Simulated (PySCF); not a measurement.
A GIAO shielding run with PySCF 2.14.0 with density-fitted response routines (density fitting, non-relativistic, gas phase) on `O=C[C@@H]1CC=CS1`, C5H6OS:

```
{"job": {"kind": "nmr", "xc": "PBE0", "basis": "pcSseg-1"}, "charge": 0, "multiplicity": 1}
O     -1.653718    -1.630825     0.511666
C     -1.710600    -0.442286     0.651870
C     -0.826353     0.552942    -0.051763
C      0.124304    -0.092750    -1.059130
C      1.450879    -0.269067    -0.387114
C      1.594139     0.321593     0.788085
S      0.191116     1.209595     1.348065
H     -2.394977     0.029651     1.380641
H     -1.411432     1.381586    -0.450279
H      0.233268     0.523096    -1.955644
H     -0.283650    -1.063320    -1.356347
H      2.223706    -0.848758    -0.861079
H      2.458930     0.329029     1.423300
```

Hardware: 1 thread of an x86-64 server CPU, shared host. The job also computes population analyses, field gradients.

Question: How large is the calculation?

Answer: 60 electrons, 156 basis functions and 829 auxiliary functions.

Question: How long does it take?

Answer: 17 s of wall time, with 14 SCF cycles and 5 response iterations. Times on a shared host scatter by some tens of per cent.
